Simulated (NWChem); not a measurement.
A series in which one site is exchanged, each optimised at PBE0/def2-SVP with NWChem, gas phase unless a solvent is named. All stand in one matching conformer (torsions within 35°), which need not be the lowest. For some, no frequency run checked for a minimum. def2 effective core potentials on Cd, Ba; no spin-orbit coupling.

A: [SH][Be][SH] (BeH₂S₂; site = Be)
B: [SH][Ba][SH] (BaH2S2; site = Ba)
C: [SH][Ca][SH] (CaH2S2; site = Ca)
D: [SH][Cd][SH] (CdH2S2; site = Cd)

### Question
Rank them by lowest singlet excitation, B3LYP/def2-SVPD, TDA (eV), lowest first.

### Answer
B (2.98), C (3.14), D (4.03), A (5.59)
